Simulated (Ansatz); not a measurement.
Start from `O[Si](O)(O)Cl` and change one atom or group to get `CCO[Si](O)(O)O`.

Ansatz, PBE0-D4/def2-TZVP geometries, multiplicity 1. Each molecule was computed in one conformer, which needn't be the lowest.

| property | `O[Si](O)(O)Cl` |
| --- | --- |
| LUMO energy (ωB97M-V/def2-TZVPP) / eV | 1.89 |
| HOMO energy (B3LYP/def2-TZVPP) / eV | -8.84 |
| HOMO–LUMO gap (ωB97M-V/def2-TZVPP) / eV | 13.35 |
| LUMO energy (B3LYP/def2-TZVPP) / eV | 0.00 |
| size of the dipole moment (ωB97M-V/def2-TZVPP) / D | 0.64 |
| HOMO energy (PBE0/def2-TZVPP) / eV | -9.13 |

(1) What does the change do to each property? (Estimate.)

## Answers

(1) The calculation gave: 
```tsv
property	`CCO[Si](O)(O)O`	shift
LUMO energy (ωB97M-V/def2-TZVPP) / eV	2.06	0.17
HOMO energy (B3LYP/def2-TZVPP) / eV	-8.04	0.80
HOMO–LUMO gap (ωB97M-V/def2-TZVPP) / eV	12.77	-0.58
LUMO energy (B3LYP/def2-TZVPP) / eV	0.22	0.22
size of the dipole moment (ωB97M-V/def2-TZVPP) / D	0.36	-0.28
HOMO energy (PBE0/def2-TZVPP) / eV	-8.29	0.84
```

With PBE0 the HOMO rises by 0.84 eV and the LUMO rises by 0.21 eV, so the gap narrows by about 0.63 eV. PBE moves the HOMO by 0.89 eV and ωB97M-V by 0.75 eV. Dipoles are sizes alone; their direction can turn.

B3LYP here is the variant with VWN-RPA as its local correlation; programs differ in this.
